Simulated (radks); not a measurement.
Species: Hg LXXIII. Configuration: [He] 2s2 2p4. Method: scalar-relativistic Kohn-Sham, exchange-only LDA, spin-polarised, spherical densities, point nucleus; open shells are filled with parallel spins first (spin-orbit coupling, left out, can overturn this in heavy ions); computed with a radial shooting solver on a logarithmic mesh with Libxc functionals.

Radial electron density D(r) = 4 pi r^2 rho(r):

```
   r/bohr * D(r) (the largest magnitude, 106, reaches the edge; | marks zero)
0.0006898 |  *
0.0007532 |   *
0.0008291 |   *
0.0009127 |    *
 0.001005 |     *
 0.001097 |     *
 0.001208 |      *
 0.001329 |       *
 0.001463 |         *
 0.001598 |          *
 0.001759 |           *
 0.001936 |             *
 0.002131 |               *
 0.002327 |                 *
 0.002562 |                   *
  0.00282 |                     *
 0.003104 |                        *
 0.003389 |                          *
 0.003731 |                             *
 0.004107 |                                *
 0.004521 |                                   *
 0.004936 |                                      *
 0.005434 |                                         *
 0.005981 |                                            *
 0.006584 |                                               *
  0.00719 |                                                 *
 0.007914 |                                                   *
 0.008711 |                                                     *
 0.009589 |                                                      *
  0.01047 |                                                      *
  0.01153 |                                                      *
  0.01269 |                                                    *
  0.01397 |                                                   *
  0.01525 |                                                *
  0.01679 |                                              *
  0.01848 |                                           *
  0.02034 |                                        *
  0.02221 |                                       *
  0.02445 |                                     *
  0.02691 |                                     *
  0.02963 |                                     *
  0.03235 |                                      *
  0.03561 |                                         *
   0.0392 |                                           *
  0.04315 |                                              *
  0.04712 |                                               *
  0.05186 |                                                *
  0.05709 |                                              *
  0.06284 |                                           *
  0.06862 |                                       *
  0.07554 |                                 *
  0.08315 |                           *
  0.09153 |                    *
  0.09995 |              *
     0.11 |         *
   0.1211 |     *
   0.1333 |  *
   0.1456 | *
   0.1602 |*
   0.1764 *
   0.1942 *
    0.212 *
   0.2334 *
```

D(r) has 2 maxima, at r = 0.0104, 0.0510 bohr, and minima at 0.0269 bohr, inside which lie 2.14 electrons.
